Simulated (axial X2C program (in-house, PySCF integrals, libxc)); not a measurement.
# NaRh: from the spin-free to the two-component result

Calculated with an in-house all-electron X2C program for linear molecules (integrals from PySCF). Spin-free means the one-electron spin-free X2C Hamiltonian; two-component (2c) means X2C with spin–orbit coupling and atomic mean-field two-electron Coulomb and Gaunt terms, so the difference of the two also holds small scalar two-electron terms. Basis: Rh dyall-cv3z [12s12p8d5f3g], Na dyall-cv3z [9s8p5d2f] (cores contracted in-house); Gaussian nuclei, density fitting, unrestricted open shells. Masses: Rh 102.906 u, Na 22.990 u.

Spin-free state: M_S = 1, Λ = 2 (beyond evenly filled blocks: σα, δ+α, δ+β, δ-α); fragments Rh + Na.

```tsv
level	Re (Å)	ωe (cm⁻¹)	De (eV)	μ (D)
PBE0	2.734	199.5	1.236	4.57
CCSD	2.758	207.4	1.198	n/a
CCSD(T)	2.742	213.9	1.299	n/a
r2SCAN	2.706	206.9	1.255	5.02
```

Correlated methods: 10 electrons correlated (number of frozen shells: Rh 4 s, 3 p, 1 d; Na 2 s, 1 p), 302 virtual spin orbitals or spinors in MP2, 90 natural virtuals in coupled cluster.

Dipoles are positive if Na is the positive end.

Two-component determinant lowest at the distance of the search:

Ω = 3 (⟨Sz⟩ = 0.98, ⟨Lz⟩ = 2.02 at HF); fragments Rh + Na.

| level | Re (Å) | ωe (cm⁻¹) | μ (D) |
| --- | --- | --- | --- |
| PBE0 | 2.735 | 199.3 | 4.56 |
| CCSD | 2.759 | 207.8 | n/a |
| CCSD(T) | 2.743 | 214.5 | n/a |
| r2SCAN | 2.706 | 206.8 | 5.01 |

Q: From the two tables, how do the constants change at the CCSD(T) level (2c against spin-free)?

A: At the CCSD(T) level Re increases by 0.001 Å and ωe goes up by 0.6 cm⁻¹.

The state is one determinant whose occupation by symmetry is held fixed; it was picked as the lowest of a PBE0 search that is not exhaustive. Dissociation energies refer to the lowest single-determinant-based atoms at the same level and basis. De is not given where an atomic determinant may have missed its ground term or J level, or where the truncated virtual space spoils (T). Density functionals use the spin component along the axis (collinear). CCSD and (T) use frozen natural virtuals with an MP2 correction for the truncation; (T) itself is uncorrected, so its De runs slightly low. Other states lie close and PBE0, whose exact exchange favours high spin, may order them wrongly; the determinant shown need not be the ground state. The nearest other spin-free determinant of the search, M_S = 1, Λ = 3, lies 0.25 eV up at the distance of the search. The functionals have no current-density term, which raises determinants with orbital currents, atoms included. With several unpaired electrons one determinant need not be a pure state. The determinant is spin-polarised beyond a pure state at some levels (its spin-free form has ⟨S²⟩ too high), which makes Re and μ there less reliable. The T1 diagnostic is large, a sign of multireference character. With the outer-core shells frozen, correlated bond lengths of heavy atoms tend to come out a few hundredths of an ångström too long.
